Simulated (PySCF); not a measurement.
HgBr2, SMILES [Hg]([Br])[Br]. Heavy atoms are numbered as in [Hg:1]([Br:2])[Br:3].

The structure is a stationary point at ωB97X-D3(BJ)/def2-SVP. The isomer is the one that the SMILES or the coordinates give; other isomers of the formula were not compared. The def2 effective core potentials stand for the cores of Hg; spin–orbit coupling is left out.

The numbers are results of B3LYP/def2-TZVPD (PySCF), not measurements.

Mulliken values depend strongly on the basis, most of all with diffuse functions as here. ESP charges are fitted to the potential on shells at 1.4 to 2.0 van der Waals radii. Atomic charges (e), one atom of each kind:

```csv
atom,ESP fit,Mulliken
Hg1,0.46,0.60
Br2,-0.23,-0.30
```
